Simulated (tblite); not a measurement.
C5H5SSe (doublet state).
SMILES with atom numbers: `[CH2:1][c:2]1[cH:3][cH:4][c:5]([SeH:6])[s:7]1` (hydrogens: H8, H9 on C1; H10 on C3; H11 on C4; H12 on Se6)
Bond orders are those of one Lewis drawing.

Computed with GFN2-xTB (tblite), gas phase: L-BFGS steps from a force-field or distance-geometry start until the largest atomic force falls under 0.01 eV/Å.

Step 36: E = -533.1684 eV
```
atom  x, y, z in Å  |  force x, y, z in eV/Å
C1     -2.3580   -0.5813    0.1900    0.036  -0.159   0.036
C2     -1.0501   -0.2565    0.0723   -0.045   0.050  -0.055
C3     -0.4960    1.0328   -0.1197   -0.018   0.027  -0.001
C4      0.8708    1.0291   -0.2732   -0.012   0.067   0.102
C5      1.4444   -0.2258   -0.1439   -0.045   0.059  -0.051
Se6     3.2674   -0.5519   -0.4710    0.149  -0.061   0.071
S7      0.2486   -1.4703    0.0899   -0.090   0.152  -0.006
H8     -2.6662   -1.6041    0.2786   -0.049  -0.096   0.064
H9     -3.1297    0.1671    0.1891    0.087   0.048  -0.031
H10    -1.1213    1.9087   -0.1333    0.063  -0.035  -0.033
H11     1.4758    1.9079   -0.4244   -0.026  -0.002  -0.031
H12     3.5157   -1.3563    0.7196   -0.051  -0.050  -0.065
```

Step 37: E = -533.1728 eV
```
atom  x, y, z in Å  |  force x, y, z in eV/Å
C1     -2.3518   -0.5832    0.1911    0.018  -0.257   0.055
C2     -1.0462   -0.2546    0.0637   -0.077   0.032  -0.001
C3     -0.4980    1.0375   -0.1240    0.006  -0.002  -0.044
C4      0.8684    1.0337   -0.2777   -0.003   0.057   0.121
C5      1.4431   -0.2198   -0.1461    0.040   0.082  -0.067
Se6     3.2730   -0.5318   -0.4529    0.131  -0.114   0.124
S7      0.2554   -1.4664    0.0856   -0.152   0.127  -0.009
H8     -2.6586   -1.6070    0.2909   -0.017  -0.060   0.045
H9     -3.1270    0.1589    0.1965    0.052   0.107  -0.041
H10    -1.1247    1.9118   -0.1395    0.055  -0.034  -0.029
H11     1.4789    1.9068   -0.4264   -0.015   0.078  -0.041
H12     3.4889   -1.3864    0.7126   -0.040  -0.015  -0.112
```

Step 38: E = -533.1784 eV
```
atom  x, y, z in Å  |  force x, y, z in eV/Å
C1     -2.3453   -0.5886    0.1933   -0.007  -0.293   0.067
C2     -1.0434   -0.2518    0.0535   -0.092  -0.004   0.065
C3     -0.5007    1.0426   -0.1288    0.033  -0.034  -0.086
C4      0.8656    1.0404   -0.2801    0.018   0.033   0.111
C5      1.4422   -0.2115   -0.1509    0.140   0.084  -0.065
Se6     3.2819   -0.5127   -0.4317    0.054  -0.151   0.166
S7      0.2613   -1.4592    0.0815   -0.164   0.063  -0.020
H8     -2.6506   -1.6128    0.3078    0.020  -0.012   0.020
H9     -3.1207    0.1512    0.2014    0.001   0.136  -0.045
H10    -1.1280    1.9149   -0.1471    0.026  -0.005  -0.025
H11     1.4821    1.9069   -0.4277   -0.008   0.169  -0.046
H12     3.4570   -1.4199    0.7026   -0.020   0.014  -0.142
```

Step 39: E = -533.1850 eV
```
atom  x, y, z in Å  |  force x, y, z in eV/Å
C1     -2.3401   -0.5973    0.1970   -0.035  -0.214   0.061
C2     -1.0427   -0.2492    0.0445   -0.071  -0.041   0.116
C3     -0.5035    1.0468   -0.1349    0.051  -0.053  -0.101
C4      0.8638    1.0484   -0.2796    0.043   0.007   0.064
C5      1.4431   -0.2019   -0.1583    0.193   0.058  -0.033
Se6     3.2933   -0.4982   -0.4084   -0.059  -0.146   0.166
S7      0.2642   -1.4495    0.0783   -0.092  -0.017  -0.038
H8     -2.6427   -1.6214    0.3257    0.042   0.027  -0.002
H9     -3.1121    0.1463    0.2039   -0.044   0.103  -0.039
H10    -1.1306    1.9173   -0.1556   -0.010   0.035  -0.022
H11     1.4842    1.9105   -0.4285   -0.020   0.228  -0.040
H12     3.4245   -1.4523    0.6898    0.002   0.013  -0.132
```

Problem. Estimate the geometry and energy of step 40. (The exact step hangs on the optimiser's Hessian estimate; all steps are aligned on step 39, rigid shifts and turns removed.)

Solution. E = -533.1910 eV, largest force 0.234 eV/Å
```
atom  x, y, z in Å  |  force x, y, z in eV/Å
C1     -2.3373   -0.6056    0.2026   -0.044  -0.048   0.036
C2     -1.0436   -0.2472    0.0401   -0.023  -0.050   0.119
C3     -0.5052    1.0490   -0.1432    0.045  -0.045  -0.074
C4      0.8639    1.0559   -0.2795    0.055  -0.001   0.007
C5      1.4465   -0.1932   -0.1659    0.157   0.023   0.015
Se6     3.3044   -0.4869   -0.3836   -0.143  -0.125   0.137
S7      0.2646   -1.4411    0.0750    0.037  -0.061  -0.054
H8     -2.6339   -1.6298    0.3381    0.028   0.028  -0.003
H9     -3.1059    0.1441    0.2083   -0.051   0.019  -0.030
H10    -1.1336    1.9180   -0.1642   -0.020   0.054  -0.025
H11     1.4848    1.9188   -0.4303   -0.059   0.211  -0.025
H12     3.3966   -1.4824    0.6765    0.018  -0.005  -0.103
```

The energy changes by -0.0060 eV. The first-order estimate −F·Δx gives -0.0083 eV and the mean of the old and new forces, exact on a quadratic surface, -0.0060 eV. The step makes an angle of 75° with the force vector and moves no atom by more than 0.043 Å.

What follows is the cost of the whole relaxation. The run took 0.62 s of wall time on an Arm Neoverse V1 with one thread, on a shared host.
